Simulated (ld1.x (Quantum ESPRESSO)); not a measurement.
# Which change was made? (Ge, TM)

germanium, norm-conserving Troullier–Martins (Kleinman–Bylander form), made with ld1.x (Quantum ESPRESSO) 7.5 (PBE, scalar-relativistic). Core [Ar] 3d10, reference 4s2 4p2. Waves: 4s (bound): rc 1.70 bohr; 4p (bound): rc 2.25 bohr; 4d channel at 0.05 Ry: rc 2.20 bohr. Local part: all-electron potential smoothed inside 1.45 bohr (lloc = -2). Core correction: a·sin(br)/r model core, default radius (core density twice the valence density).

Cutoffs, loose and tight: the cutoffs (Ry, on a coarse ladder) from which the occupation-weighted sum of valence levels, in a spherical-Bessel basis at the reference potential, stays within 10 and 1 mRy of its value at 400 Ry. They do not see the model core or the augmentation charge, which bear on the density cutoff. Test errors are all-electron minus pseudo excitation energies from the reference, over the configurations 4s2 4p1; 4s2 4p0; 4s1 4p0; 4s2 4p2.3; 4s0 4p4; 4s1 4p3; 4s1 4p2; variants that change the core or the reference have their own tests.

The base gives: outcome: generated; cutoff, loose: 18 Ry; cutoff, tight: 40 Ry; bound ghosts: none; largest test error (meV): -243.

**Question.** After one change the result is: outcome: generated; cutoff, loose: 30 Ry; cutoff, tight: 70 Ry; bound ghosts: d; largest test error (meV): -218. Which change was it?
A. all radii but the core radius scaled by about 0.83 (s 1.42, p 1.86, d 1.82 bohr); local potential all-electron potential smoothed inside 1.20 bohr (lloc = -2)
B. all radii but the core radius scaled by about 1.16 (s 1.98, p 2.62, d 2.56 bohr); local potential all-electron potential smoothed inside 1.68 bohr (lloc = -2)
C. all radii but the core radius scaled by about 1.29 (s 2.20, p 2.92, d 2.84 bohr); local potential all-electron potential smoothed inside 1.88 bohr (lloc = -2)

**Answer.** A. The others give: all radii but the core radius scaled by about 1.16 (s 1.98, p 2.62, d 2.56 bohr); local potential all-electron potential smoothed inside 1.68 bohr (lloc = -2) → outcome: generated; cutoff, loose: 15 Ry; cutoff, tight: 35 Ry; bound ghosts: none; largest test error (meV): -274 | all radii but the core radius scaled by about 1.29 (s 2.20, p 2.92, d 2.84 bohr); local potential all-electron potential smoothed inside 1.88 bohr (lloc = -2) → outcome: generated; cutoff, loose: 12 Ry; cutoff, tight: 30 Ry; bound ghosts: none; largest test error (meV): -312.
